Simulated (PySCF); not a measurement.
C₃H₅F₃Si.
Cartesian coordinates in Å at the PBE0-D3(BJ)/def2-SVP level; atoms count from 1:
```
atom  x, y, z in Å
F1    -2.0955   -1.2849   -0.2697
C2    -1.5166   -0.0754   -0.1603
F3    -1.6170    0.3257    1.1307
C4    -0.0647   -0.1390   -0.5435
F5     0.0472   -0.4150   -1.8773
C6     0.8446    0.9733   -0.0413
Si7    1.2713   -0.7085    0.6567
H8    -2.0764    0.6350   -0.7970
H9     1.5094    1.3758   -0.8141
H10    0.3861    1.7423    0.5901
H11    0.9209   -1.0459    2.0550
H12    2.4333   -1.4094    0.0643
```

Computed with PBE0-D3(BJ)/def2-SVP geometry optimisation, gas phase (PySCF).

Masses are those of the commonest isotopes; rigid-rotor values at the optimised geometry. The values belong to one conformer with, in the numbering `[F:1][CH:2]([F:3])[C@@:4]1([F:5])[CH2:6][SiH2:7]1`, F1–C2–C4–F5 67°.

Q: What are A, B and C (MHz)?

A: Ia = 173.65, Ib = 274.55, Ic = 332.56 u·Å²; 505379 MHz·u·Å²/I gives A = 2910, B = 1841, C = 1520 MHz.

Q: Classify the top.

A: An asymmetric top; Ray's κ = -0.538.

Q: What does the inertial defect say?

A: Not planar: Δ = Ic − Ia − Ib = -115.64 u·Å². For a rigid frame Δ = −2 Σ m c², so Σ m c² = 57.82 u·Å² lies off the ab plane: 10.68 from hydrogen and 47.14 from heavier atoms. The atom farthest from that plane is 1.81 Å away.

Q: Give the other two planar moments, Paa and Pbb, and the rms extents of the mass along the axes.

A: Paa = Σ m a² = (Ib + Ic − Ia)/2 = 216.73 and Pbb = Σ m b² = (Ia + Ic − Ib)/2 = 115.83 u·Å². With the mass M = 126.01 u, the rms extents √(P/M) along a, b and c are 1.31, 0.96, 0.68 Å.

Q: Where do the levels up to J = 5 lie, in K?

A: Above 0(0,0), as E/k:
J = 1: 1(0,1) 0.161, 1(1,1) 0.213, 1(1,0) 0.228
J = 2: 2(0,2) 0.481, 2(1,2) 0.520, 2(1,1) 0.566, 2(2,1) 0.720, 2(2,0) 0.723
J = 3: 3(0,3) 0.953, 3(1,3) 0.979, 3(1,2) 1.071, 3(2,2) 1.204, 3(2,1) 1.218, 3(3,1) 1.501, 3(3,0) 1.501
J = 4: 4(0,4) 1.574, 4(1,4) 1.588, 4(1,3) 1.740, 4(2,3) 1.847, 4(2,2) 1.886, 4(3,2) 2.151, 4(3,1) 2.153, 4(4,1) 2.560, 4(4,0) 2.560
J = 5: 5(0,5) 2.339, 5(1,5) 2.346, 5(1,4) 2.568, 5(2,4) 2.646, 5(2,3) 2.726, 5(3,3) 2.964, 5(3,2) 2.974, 5(4,2) 3.373, 5(4,1) 3.373, 5(5,1) 3.898, 5(5,0) 3.898

Q: Which types of transition are allowed, and where do some lines up to J = 5 fall?

A: The dipole components are |μa| = 1.41 D, |μb| = 0.70 D, |μc| = 0.93 D. Intensities carry the squares of the components, which stand as 1.00 : 0.25 : 0.43 (a : b : c). Some of the stronger lines:

```
type  branch         J(Ka,Kc)    MHz  lower level (cm⁻¹)
   c       Q  4(2,3) ← 4(1,3)   2229               1.209
   a       R  1(0,1) ← 0(0,0)   3360               0.000
   b       Q  5(3,2) ← 5(2,3)   5156               1.895
   b       R  2(0,2) ← 1(1,1)   5589               0.148
   a       R  2(1,2) ← 1(1,1)   6400               0.148
   a       R  2(0,2) ← 1(0,1)   6659               0.112
   a       R  3(2,1) ← 2(2,0)  10316               0.502
   b       Q  5(5,1) ← 5(4,2)  10944               2.344
   b       R  4(1,3) ← 3(2,2)  11164               0.837
   a       R  4(0,4) ← 3(0,3)  12924               0.663
   c       R  3(2,1) ← 2(1,1)  13587               0.393
   b       R  3(2,1) ← 2(1,2)  14550               0.361
   b       R  3(3,0) ← 2(2,1)  16275               0.500
   c       R  5(2,4) ← 4(1,4)  22052               1.104
   b       R  4(4,0) ← 3(3,1)  22067               1.043
   b       R  5(4,2) ← 4(3,1)  25407               1.497
   c       R  5(4,1) ← 4(3,1)  25414               1.497
   c       R  5(5,0) ← 4(4,0)  27883               1.779
```

Stationary, but not proved a minimum. Constants of a rigid frame at the computed geometry: no zero-point averaging, no centrifugal distortion.
